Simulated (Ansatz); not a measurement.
Task: Name a neutral molecule of Br, C, N, Si and H with ideal-gas entropy at 298 K and 1 bar (rigid rotor, harmonic PBE0-D4/def2-TZVP) between 357 and 373 J/(mol·K) and HOMO–LUMO gap (B3LYP/def2-TZVPP) between 4.65 and 4.95 eV (Ansatz, PBE0-D4/def2-TZVP geometry).

Result: `Br/C=N\C1=N[SiH2]1` (358 J/(mol·K), 4.87 eV). Other molecules can fit too; these were computed, each in one conformer that needn't be the lowest.

B3LYP here is the variant with VWN-RPA as its local correlation; programs differ in this.
